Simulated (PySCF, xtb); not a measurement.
C2H7GeN, SMILES C[N](C)[GeH] (connectivity only; charge and spin as stated), neutral, multiplicity 1.

Harmonic wavenumbers (cm⁻¹) from GFN2-xTB (xtb 6.7.1) at its own minimum, in rising order: 179, 217, 264, 305, 334, 347, 539, 743, 995, 1046, 1084, 1126, 1192, 1253, 1403, 1421, 1459, 1469, 1477, 1492, 1504, 2899, 2902, 2924, 2931, 2980, 3027.

Problem. What does PBE0-D3(BJ)/def2-SVP (PySCF) give at its own minimum? (An estimate is asked for; the answer gives what the named calculation found.)

Solution. 202, 236, 294, 328, 345, 418, 583, 794, 1025, 1073, 1104, 1157, 1254, 1292, 1417, 1444, 1449, 1460, 1468, 1492, 1892, 3000, 3006, 3064, 3073, 3146, 3176. Paired by order, the mean absolute difference is 64 cm⁻¹ and the zero-point energies are 53.6 and 56.0 kcal/mol.
